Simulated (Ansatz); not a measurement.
`F[Si](F)(Cl)[S][GeH2][Cl]` and `F[Si](F)(Cl)O[SiH2]Cl` differ in one atom or group.

Ansatz, PBE0-D4/def2-TZVP geometries, multiplicity 1. Each molecule was computed in one conformer, which needn't be the lowest.

Scalar relativity is left out up to krypton.

| property | `F[Si](F)(Cl)[S][GeH2][Cl]` |
| --- | --- |
| HOMO–LUMO gap (PBE/def2-TZVPP) / eV | 5.12 |
| HOMO energy (PBE0/def2-TZVPP) / eV | -8.38 |
| size of the dipole moment (PBE/def2-TZVPP) / D | 2.05 |
| HOMO–LUMO gap (PBE0/def2-TZVPP) / eV | 7.31 |
| LUMO energy (ωB97M-V/def2-TZVPP) / eV | 0.87 |
| HOMO–LUMO gap (B3LYP/def2-TZVPP) / eV | 6.75 |

Problem. Give the same properties after the change, and the shifts. (Best estimate.)

Solution. Computed: 
```tsv
property	`F[Si](F)(Cl)O[SiH2]Cl`	shift
HOMO–LUMO gap (PBE/def2-TZVPP) / eV	6.88	1.76
HOMO energy (PBE0/def2-TZVPP) / eV	-9.27	-0.89
size of the dipole moment (PBE/def2-TZVPP) / D	1.58	-0.47
HOMO–LUMO gap (PBE0/def2-TZVPP) / eV	9.18	1.87
LUMO energy (ωB97M-V/def2-TZVPP) / eV	1.67	0.80
HOMO–LUMO gap (B3LYP/def2-TZVPP) / eV	8.72	1.97
```

With PBE0 the HOMO falls by 0.89 eV and the LUMO rises by 0.98 eV, so the gap widens by about 1.87 eV. PBE moves the HOMO by -0.76 eV and ωB97M-V by -0.98 eV. Dipoles are sizes alone; their direction can turn.

B3LYP here is the variant with VWN-RPA as its local correlation; programs differ in this.
